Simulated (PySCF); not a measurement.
**Working out the excitation energy of P**

P [Ne] 3s2 3p3 (4S) → P [Ne] 3s2 3p2 4s1 (4P). All numbers are calculated (PySCF 2.14, scalar relativity by spin-free X2C-1e, in x2c-TZVPPall with one added diffuse shell each of s, p, d type (6s6p4d1f, 51 functions)). Frozen: 1s2. Energies in hartree (1 hartree = 27.21139 eV):

```csv
part,P (lower),P (upper)
UHF,-341.526346,-341.270318
MP2 opposite-spin,-0.171808,-0.167617
MP2 same-spin,-0.071522,-0.065575
```

Problem. What does Hartree-Fock give?

Solution. (-341.270318) − (-341.526346) = 0.256028 hartree = 6.967 eV.

Problem. What do MP2 and SCS-MP2 (6/5 opposite-spin, 1/3 same-spin) give?

Solution. The opposite-spin parts differ by 0.114 eV and the same-spin parts by 0.162 eV. MP2: 6.967 + (0.114) + (0.162) = 7.243 eV. SCS-MP2: 6.967 + 1.2 × (0.114) + (0.162)/3 = 7.158 eV.

Measured between the centres of the two terms (NIST): 6.967 eV, so MP2 (valence and next inner shell) is off by 0.276 eV.

What remains against the reference includes basis incompleteness, the frozen core and correlation beyond second order.
